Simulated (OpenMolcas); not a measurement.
**Xe III: effect of the basis set**

| Quantity | Value |
| --- | --- |
| Program | OpenMolcas 26.06 |
| Method | MS-RASPT2, IPEA 0.25 Eh, imaginary shift 0.1 Eh (closed shells correlated: 4d) |
| Active space | 6 electrons in 9 orbitals (RAS2 5s 5p; RAS3 5d, at most 2 electrons) |
| State averaging | 2S+1 = 3 even, 3 roots; 2S+1 = 1 even, 7 roots; 2S+1 = 3 odd, 3 roots; 2S+1 = 1 odd, 3 roots |
| Spin-orbit coupling | state interaction with AMFI integrals over the reference wave functions, term energies averaged over their components |

A. ANO-R2 [7s6p4d2f1g], X2C, finite nucleus; CASPT2 step about 9 core-seconds
B. ANO-RCC-VTZP [7s6p4d2f1g], DKH2, point nucleus; CASPT2 step roughly 12 core-seconds
C. ANO-RCC-VQZP [8s7p5d3f2g], DKH2, point nucleus; CASPT2 step roughly 16 core-seconds
D. ANO-RCC [10s9p8d5f3g], DKH2, point nucleus; CASPT2 step about 60 core-seconds

Energies in cm-1 above 5s2 5p4 3P2, the measured ground level; measured values from Saloman, J. Phys. Chem. Ref. Data 33, 765 (2004).

| Level | A | B | C | D | Measured |
| --- | --- | --- | --- | --- | --- |
| 5s2 5p4 3P2 | 0.0 | 0.0 | 0.0 | 0.0 | 0.0 |
| 5s2 5p4 3P0 | 7790 | 7780 | 7850 | 7800 | 8130 |
| 5s2 5p4 3P1 | 8500 | 8490 | 8720 | 8660 | 9794 |
| 5s2 5p4 1D2 | 16440 | 16420 | 16360 | 16270 | 17099 |
| 5s2 5p4 1S0 | 34660 | 34620 | 34610 | 34420 | 36103 |
| 5s 5p5 3P* 2 | 99550 | 99350 | 98700 | 98510 | 98262 |

Deviations, from unrounded energies. A percentage is the sum of absolute deviations over the sum of measured energies, with the sign that they share, or ± where signs differ.

```json
{"Against measurement": "mean absolute deviation (cm-1)", "Levels": "5", "A": "1000", "B": "980", "C": "810", "D": "840"}
{"Against measurement": "fine structure of the ground term (%)", "Levels": "2", "A": "-9.1", "B": "-9.3", "C": "-7.6", "D": "-8.2"}
{"Against measurement": "other terms of the ground configuration (%)", "Levels": "2", "A": "-3.9", "B": "-4.1", "C": "-4.2", "D": "-4.7"}
{"Against measurement": "other configurations (%)", "Levels": "1", "A": "+1.3", "B": "+1.1", "C": "+0.4", "D": "+0.2"}
```

C, D lie about equally close to measurement and A furthest from it. The largest miss of C in the table is 5s2 5p4 1S0, by -1500 cm-1. The ranking rests on the paired levels alone, and a cruder setting can come out closer through cancelling errors.

The two smallest mean deviations differ by little beside CASPT2's spread within terms, so their order carries little weight.

Among A to D the level of the table that moves most is 5s 5p5 3P* 2, by 1000 cm-1 (lowest in D, highest in A). Moves below CASPT2's spread within the term are not significant.

CASPT2 breaks the degeneracy within a term, and the mean is taken; among the terms shown or strongly mixed into the levels shown the widest spread is 250 cm-1 (5s2 5p4 1D, C). Some terms mix strongly with configurations of 5d, whose occupation reaches 0.25 (5s 5p5 3P*) (figures for A; the like holds for B, C, D). The run also gave levels led by 5s 5p4 5d, which use shells meant for correlation; these and all levels above them are left out (holds for A; B). The run also gave levels led by 5s 5p4 5d, 5s2 5p3 5d, which use shells meant for correlation; these and all levels above them are left out (holds for C; D). Measured partners are found by configuration, term and J. A level has none where our copy of the source lacks it or the pairing is in doubt (some pairs that miss far off the trend of their configuration count as doubtful), and it then counts in no deviation. Levels of configurations outside the active space are missing. The table leaves out levels that lie high or whose names do not pair safely across all columns.

* marks odd parity.
